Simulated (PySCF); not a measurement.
Stepwise substitution at one centre (Al NH2-H). All species are isolated molecules in the gas phase. Strings in code marks are SMILES.

Computed with r2SCAN-D4/def2-TZVP (PySCF). 

| species | HOMO–LUMO gap (eV) | HOMO (eV) |
|---|---|---|
| 0 of 3 NH2 replaced by H (`[Al]([NH2])([NH2])[NH2]`) | 5.67 | -5.58 |
| 1 of 3 NH2 replaced by H (`[NH2][AlH][NH2]`) | 5.95 | -5.80 |
| 2 of 3 NH2 replaced by H (`[NH2][AlH2]`) | 5.47 | -6.48 |
| 3 of 3 NH2 replaced by H (`[AlH3]`) | 5.49 | -7.62 |
